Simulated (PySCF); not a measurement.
PySCF input file for C6H12O3, SMILES C(COC)(OC(=O)C)C, TDDFT-PBE0/def2-SVP. Coordinates come from a B3LYP-D3(BJ)/def2-SVP optimisation. Other conformers were not sampled.

```python
import numpy as np
from pyscf import gto, scf, dft, tdscf

mol = gto.M(
    atom='''
    C     3.35145951    1.02523292    0.04493532
    O     2.36564551    0.06876185    0.32451680
    C     1.12206796    0.35116386   -0.26118586
    C     0.14024166   -0.74146546    0.15238269
    C     0.56769384   -2.12736842   -0.28771276
    O    -1.13242367   -0.46184967   -0.46733136
    C    -1.97330929    0.38326926    0.16521757
    C    -3.25973513    0.53313213   -0.60795054
    O    -1.71506990    0.93327458    1.20686538
    H     3.06657346    2.03159741    0.41264084
    H     3.55307167    1.10542484   -1.04274604
    H     4.27644240    0.71445258    0.55171939
    H     1.19557606    0.37826706   -1.36953316
    H     0.73759304    1.33316991    0.07704592
    H     0.01446959   -0.69361321    1.24430407
    H    -0.15195919   -2.88436767    0.05762469
    H     0.63159351   -2.18126509   -1.38609760
    H     1.55750675   -2.35252421    0.13241538
    H    -3.04489673    0.90275000   -1.62215585
    H    -3.92568052    1.22908416   -0.08475814
    H    -3.74601677   -0.44825534   -0.71698450
    ''',
    basis='def2-SVP',
    charge=0,
    spin=0,
    max_memory=1600,
    verbose=4,
)
mf = dft.RKS(mol, xc='pbe0').density_fit(auxbasis='def2-universal-jkfit')
mf.grids.level = 3
mf.conv_tol = 1e-9
mf.max_cycle = 100
mf.kernel()
mf.grids = dft.Grids(mol).set(level=1).build(with_non0tab=True)  # coarser grid for the response kernel
td = tdscf.TDDFT(mf)
td.singlet = True
td.nstates = 10
td.conv_tol = 1e-4
td.kernel(x0=td.get_init_guess(mf, 15))
td.analyze()
tt = tdscf.TDA(mf)
tt.singlet = False
tt.nstates = 4
tt.conv_tol = 1e-4
tt.kernel(x0=tt.get_init_guess(mf, 9))
tt.analyze(verbose=3)
```

Log of the run:

```
PySCF version 2.14.0

[INPUT] verbose = 4
[INPUT] num. atoms = 21
[INPUT] num. electrons = 72
[INPUT] charge = 0
[INPUT] spin (= nelec alpha-beta = 2S) = 0
[INPUT] symmetry False subgroup None
[INPUT] Mole.unit = angstrom
[INPUT] Symbol           X                Y                Z      unit          X                Y                Z       unit  Magmom
[INPUT]  1 C      3.351459510000   1.025232920000   0.044935320000 AA    6.333340591469   1.937409432688   0.084915448120 Bohr   0.0
[INPUT]  2 O      2.365645510000   0.068761850000   0.324516800000 AA    4.470422121707   0.129941064318   0.613247874820 Bohr   0.0
[INPUT]  3 C      1.122067960000   0.351163860000  -0.261185860000 AA    2.120401137549   0.663603520245  -0.493569743009 Bohr   0.0
[INPUT]  4 C      0.140241660000  -0.741465460000   0.152382690000 AA    0.265018328654  -1.401166650225   0.287961550224 Bohr   0.0
[INPUT]  5 C      0.567693840000  -2.127368420000  -0.287712760000 AA    1.072785880203  -4.020143679849  -0.543698318943 Bohr   0.0
[INPUT]  6 O     -1.132423670000  -0.461849670000  -0.467331360000 AA   -2.139970593275  -0.872769387021  -0.883128279821 Bohr   0.0
[INPUT]  7 C     -1.973309290000   0.383269260000   0.165217570000 AA   -3.729014117160   0.724273933365   0.312215958266 Bohr   0.0
[INPUT]  8 C     -3.259735130000   0.533132130000  -0.607950540000 AA   -6.160006634323   1.007473713906  -1.148860017881 Bohr   0.0
[INPUT]  9 O     -1.715069900000   0.933274580000   1.206865380000 AA   -3.241012395485   1.763633355218   2.280645037419 Bohr   0.0
[INPUT] 10 H      3.066573460000   2.031597410000   0.412640840000 AA    5.794983980260   3.839162700276   0.779778175410 Bohr   0.0
[INPUT] 11 H      3.553071670000   1.105424840000  -1.042746040000 AA    6.714332357251   2.088950198891  -1.970504433075 Bohr   0.0
[INPUT] 12 H      4.276442400000   0.714452580000   0.551719390000 AA    8.081304923478   1.350119705189   1.042598544712 Bohr   0.0
[INPUT] 13 H      1.195576060000   0.378267060000  -1.369533160000 AA    2.259311314487   0.714821145344  -2.588042590910 Bohr   0.0
[INPUT] 14 H      0.737593040000   1.333169910000   0.077045920000 AA    1.393848836985   2.519326007411   0.145595687815 Bohr   0.0
[INPUT] 15 H      0.014469590000  -0.693613210000   1.244304070000 AA    0.027343562235  -1.310739003280   2.351393907982 Bohr   0.0
[INPUT] 16 H     -0.151959190000  -2.884367670000   0.057624690000 AA   -0.287161251211  -5.450664938850   0.108894882113 Bohr   0.0
[INPUT] 17 H      0.631593510000  -2.181265090000  -1.386097600000 AA    1.193538755953  -4.121993625175  -2.619344845917 Bohr   0.0
[INPUT] 18 H      1.557506750000  -2.352524210000   0.132415380000 AA    2.943261194661  -4.445626458309   0.250228802880 Bohr   0.0
[INPUT] 19 H     -3.044896730000   0.902750000000  -1.622155850000 AA   -5.754020897284   1.705950258951  -3.065430287861 Bohr   0.0
[INPUT] 20 H     -3.925680520000   1.229084160000  -0.084758140000 AA   -7.418461035340   2.322632446441  -0.160169671428 Bohr   0.0
[INPUT] 21 H     -3.746016770000  -0.448255340000  -0.716984500000 AA   -7.078945753328  -0.847079826474  -1.354904340558 Bohr   0.0

nuclear repulsion = 480.29895536789
number of shells = 90
number of NR pGTOs = 300
number of NR cGTOs = 186
basis = def2-SVP
ecp = {}


[settings echo left out]
init E= -461.582563010676
  HOMO = -0.334673999788387  LUMO = -0.0620528662239201  gap/eV = 7.41840
cycle= 1 E= -460.48009063097  delta_E=  1.1  |g|= 0.997  |ddm|= 4.54
  HOMO = -0.140206194092858  LUMO = 0.0531184117608503  gap/eV = 5.26063
cycle= 2 E= -460.102251772289  delta_E= 0.378  |g|= 1.72  |ddm|= 2.51
  HOMO = -0.263815937728074  LUMO = 0.0228767291412657  gap/eV = 7.80130
cycle= 3 E= -460.657847181596  delta_E= -0.556  |g|= 0.297  |ddm|= 1.79
  HOMO = -0.274884533838469  LUMO = 0.0173371460488179  gap/eV = 7.95176
cycle= 4 E= -460.674241459049  delta_E= -0.0164  |g|= 0.0922  |ddm|= 0.306
  HOMO = -0.273507538744272  LUMO = 0.0145974213963127  gap/eV = 7.83974
cycle= 5 E= -460.675676336765  delta_E= -0.00143  |g|= 0.0234  |ddm|= 0.075
  HOMO = -0.273328848908609  LUMO = 0.0172870714514373  gap/eV = 7.90806
cycle= 6 E= -460.675801163186  delta_E= -0.000125  |g|= 0.00465  |ddm|= 0.0224
  HOMO = -0.273585311460611  LUMO = 0.0174762418371617  gap/eV = 7.92019
cycle= 7 E= -460.67580552372  delta_E= -4.36e-06  |g|= 0.00145  |ddm|= 0.00475
  HOMO = -0.273485658783067  LUMO = 0.0173266125385707  gap/eV = 7.91340
cycle= 8 E= -460.675805908443  delta_E= -3.85e-07  |g|= 0.000441  |ddm|= 0.00174
  HOMO = -0.27353109948081  LUMO = 0.0173117856565574  gap/eV = 7.91424
cycle= 9 E= -460.675805942207  delta_E= -3.38e-08  |g|= 0.000156  |ddm|= 0.000572
  HOMO = -0.273514901727692  LUMO = 0.0173264209463606  gap/eV = 7.91420
cycle= 10 E= -460.675805947273  delta_E= -5.07e-09  |g|= 2.3e-05  |ddm|= 0.000168
  HOMO = -0.273518258613955  LUMO = 0.0173230642647217  gap/eV = 7.91420
cycle= 11 E= -460.675805947394  delta_E= -1.21e-10  |g|= 7.88e-06  |ddm|= 3.86e-05
  HOMO = -0.273516935571838  LUMO = 0.017323198014068  gap/eV = 7.91416
Extra cycle  E= -460.675805947387  delta_E= 7.28e-12  |g|= 9.12e-06  |ddm|= 1.68e-05
converged SCF energy = -460.675805947387
tot grids = 76288


******** <class 'pyscf.tdscf.rks.TDDFT'> for <class 'pyscf.df.df_jk.DFRKS'> ********
nstates = 10 singlet
deg_eia_thresh = 1.000e-03
wfnsym = None
conv_tol = 0.0001
eigh lindep = 1e-12
eigh level_shift = 0
eigh max_cycle = 100


Excitation energies (eV)
[5.89268262 7.07776243 7.89076771 7.95706289 8.37252688 8.63657381
 8.74963626 8.85350251 8.89075367 8.94490194]

** Singlet excitation energies and oscillator strengths **
Excited State   1:      5.89268 eV    210.40 nm  f=0.0016
      35 -> 37        0.67765
      36 -> 37        0.16649
Excited State   2:      7.07776 eV    175.17 nm  f=0.0003
      35 -> 37        0.16651
      36 -> 37       -0.68581
Excited State   3:      7.89077 eV    157.13 nm  f=0.0191
      34 -> 37       -0.24690
      36 -> 38        0.62788
      36 -> 39       -0.16014
Excited State   4:      7.95706 eV    155.82 nm  f=0.1149
      34 -> 37        0.63099
      36 -> 38        0.23515
Excited State   5:      8.37253 eV    148.08 nm  f=0.0011
      28 -> 37        0.10782
      30 -> 37       -0.16418
      31 -> 37       -0.17657
      32 -> 37        0.64423
Excited State   6:      8.63657 eV    143.56 nm  f=0.0405
      35 -> 38        0.29697
      35 -> 39        0.29152
      36 -> 38        0.17238
      36 -> 39        0.50252
      36 -> 43        0.12756
Excited State   7:      8.74964 eV    141.70 nm  f=0.0150
      35 -> 38        0.47964
      35 -> 39        0.29096
      36 -> 39       -0.36385
      36 -> 42       -0.10575
      36 -> 43       -0.13106
Excited State   8:      8.85350 eV    140.04 nm  f=0.0173
      33 -> 37        0.24755
      35 -> 38        0.35458
      35 -> 39       -0.50041
      36 -> 40        0.12912
Excited State   9:      8.89075 eV    139.45 nm  f=0.0273
      33 -> 37       -0.64275
      35 -> 38        0.11663
      35 -> 39       -0.20518
Excited State  10:      8.94490 eV    138.61 nm  f=0.0146
      36 -> 40        0.55910
      36 -> 41       -0.22718
      36 -> 42       -0.24977
      36 -> 43       -0.12857
      36 -> 44       -0.13941

** Transition electric dipole moments (AU) **
state          X           Y           Z        Dip. S.      Osc.
  1         0.0612      0.0547     -0.0663      0.0111      0.0016
  2        -0.0413     -0.0057     -0.0011      0.0017      0.0003
  3         0.0661      0.1367      0.2749      0.0986      0.0191
  4        -0.5300      0.3611      0.4220      0.5893      0.1149
  5         0.0006     -0.0583     -0.0463      0.0055      0.0011
  6        -0.4034      0.1308     -0.1075      0.1914      0.0405
  7        -0.2173      0.0171     -0.1494      0.0699      0.0150
  8         0.2790      0.0283      0.0335      0.0798      0.0173
  9         0.2435     -0.1861     -0.1773      0.1254      0.0273
 10         0.0574     -0.0851     -0.2365      0.0665      0.0146

** Transition velocity dipole moments (imaginary part, AU) **
state          X           Y           Z        Dip. S.      Osc.
  1         0.0152      0.0170     -0.0178      0.0008      0.0026
  2        -0.0084     -0.0049     -0.0031      0.0001      0.0003
  3         0.0222      0.0373      0.0690      0.0066      0.0153
  4        -0.1459      0.0872      0.1007      0.0390      0.0890
  5         0.0012     -0.0187     -0.0122      0.0005      0.0011
  6        -0.1340      0.0427     -0.0301      0.0207      0.0434
  7        -0.0707      0.0032     -0.0585      0.0084      0.0175
  8         0.0902      0.0080      0.0068      0.0082      0.0169
  9         0.0814     -0.0587     -0.0443      0.0120      0.0246
 10         0.0259     -0.0421     -0.0988      0.0122      0.0248

** Transition magnetic dipole moments (imaginary part, AU) **
state          X           Y           Z
  1         0.1560      0.5845      0.8603
  2         0.0466     -0.1388      0.1698
  3        -0.6937      0.5431     -0.6977
  4        -0.2672     -0.2224      0.4565
  5         0.7874     -0.3643     -0.2299
  6        -0.1212      0.4405     -0.1543
  7         0.2370      0.2445     -0.1645
  8        -0.2811     -0.5421      0.1054
  9         0.0015      0.0857     -0.1594
 10         0.0463     -0.6612      0.4902


******** <class 'pyscf.tdscf.rks.TDA'> for <class 'pyscf.df.df_jk.DFRKS'> ********
nstates = 4 triplet
deg_eia_thresh = 1.000e-03
wfnsym = None
conv_tol = 0.0001
eigh lindep = 1e-12
eigh level_shift = 0
eigh max_cycle = 100


Excitation energies (eV)
[5.3037322  6.03107958 7.08074432 7.51695465]

** Triplet excitation energies and oscillator strengths **
Excited State   1:      5.30373 eV    233.77 nm  f=0.0000
Excited State   2:      6.03108 eV    205.58 nm  f=0.0000
Excited State   3:      7.08074 eV    175.10 nm  f=0.0000
Excited State   4:      7.51695 eV    164.94 nm  f=0.0000
```

The run converged.
